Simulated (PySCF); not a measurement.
**Pd³⁺ (palladium, charge +3) across methods**

[Kr] 4d7, high-spin 4F determinant. All numbers are calculated (PySCF 2.14, the spin-free X2C one-electron Hamiltonian (Gaussian nucleus), in x2c-TZVPPall with one added diffuse shell each of s, p, d, f type (9s7p7d3f1g, 95 functions)). The B2PLYP total includes its PT2 part (frozen core); its orbital energies are those of the SCF part.

| method | E (hartree) | mean ε 4p β (eV) | mean ε 4d α (eV) | mean ε 4d β (eV) | Σ⟨r²⟩ (bohr²) | ⟨S²⟩ |
| --- | --- | --- | --- | --- | --- | --- |
| r2SCAN | -5043.03 | -90.911 | -43.195 | -40.963 | 26.11 | 3.752 |
| BHandHLYP | -5043.04 | -96.637 | -46.958 | -44.772 | 26.16 | 3.752 |
| UHF | -5040.72689 | -102.21 | -50.584 | -47.845 | 26.05 | 3.754 |
| PBE | -5042.60 | -89.877 | -42.697 | -40.697 | 26.24 | 3.751 |
| B2PLYP | -5042.49 | -96.686 | -46.980 | -44.698 | 26.16 | 3.752 |
| LDA | -5037.62 | -90.174 | -42.835 | -40.777 | 26.29 | 3.750 |
| PBE0 | -5042.70 | -93.328 | -44.932 | -42.768 | 26.14 | 3.751 |
| MN15 | -5046.31 | -93.818 | -45.584 | -43.565 | 26.13 | 3.751 |

(1) Estimate the same row for PBEsol.

Answers

(1) E (hartree) = -5040.06; mean ε 4p β (eV) = -89.877; mean ε 4d α (eV) = -42.675; mean ε 4d β (eV) = -40.606; Σ⟨r²⟩ (bohr²) = 26.24; ⟨S²⟩ = 3.751.
